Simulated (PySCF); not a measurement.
## How methods differ on the ionisation energy of Sm⁴⁹⁺

Sm⁴⁹⁺ [Ne] 3s2 3p1 (2P) → Sm⁵⁰⁺ [Ne] 3s2 (1S), as a difference of total energies. All numbers are calculated (PySCF 2.14, the spin-free X2C one-electron Hamiltonian (Gaussian nucleus), in an even-tempered Gaussian basis (18 s from 10 bohr⁻², ratio 2.5; 12 p from 14 bohr⁻², ratio 2.5; 4 d from 54 bohr⁻², ratio 2.7; 4 f from 80 bohr⁻², ratio 2.7)). Correlated levels: outer shells: 1s2 frozen; virtual orbitals above 40 to 60 times the deepest correlated orbital energy dropped. The calculations carry no spin-orbit coupling.

```
                method  ionisation energy (eV)
                   UHF                  4230.5
                   LDA                  4232.2
                   PBE                  4233.5
                  PBE0                  4233.0
                r2SCAN                  4232.8
                B2PLYP                  4232.9
                 B97-3                  4232.6
    MP2 (outer shells)                  4231.0
SCS-MP2 (outer shells)                  4230.9
```

A first-order spin-orbit estimate (lowest level to lowest level, LS coupling) adds 99.315 eV.

Breit and QED terms and the two-electron picture change are absent.

First order in ζ underestimates the shift of j = l − 1/2 levels at high Z.

For comparison: 4337 ± 4 eV (theoretical estimate listed by NIST; NIST Atomic Spectra Database, ionization energies).
